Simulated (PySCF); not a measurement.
A structure optimised at PBE-D3(BJ)/def2-SVP, used in a PySCF frequency run:

```xyz
5

F      1.0863     0.6272     0.8165
C      0.0000     0.0000     0.3580
F      0.0000    -1.2544     0.8165
F     -1.0863     0.6272     0.8165
Cl     0.0000     0.0000    -1.4231
```

**Question.** Write its SMILES, formula and point group.

**Answer.** FC(F)(F)Cl, CClF₃, C3v

**Question.** What are its rotational constants (standard atomic weights)?

**Answer.** 5.6355, 3.2362, 3.2362 GHz
